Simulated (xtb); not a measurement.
HfH4, SMILES [HfH4], multiplicity 1. All values are semi-empirical tight-binding results from xtb (GFN2-xTB unless named), good for trends rather than for accurate numbers. Geometry: GFN2-xTB. The multiplicity is an assumed one; other spin states were not compared.

Optimised geometry:

Bonds (Å): Hf1–H2 1.863, Hf1–H3 1.863, Hf1–H4 1.863, Hf1–H5 1.863. Angles (°): H2–Hf1–H3 109.5, H2–Hf1–H4 109.5, H2–Hf1–H5 109.5, H3–Hf1–H4 109.5, H3–Hf1–H5 109.5, H4–Hf1–H5 109.5.

For metal compounds this method's bond lengths and energies can be far off.

Task: Estimate the properties. (Estimate from the structure and the level; the computed values follow.)

Result: 
The point group as xtb finds it comes out as Td. The orbital gap is 5.88 eV and the zero-point energy comes out as 12.1 kcal/mol. The G − E(el) at 298.15 K (modified RRHO) is -2.0 kcal/mol.

Computed atomic charges:
charges (e) Hf1 1.03, H2 -0.26, H3 -0.26, H4 -0.26, H5 -0.26.
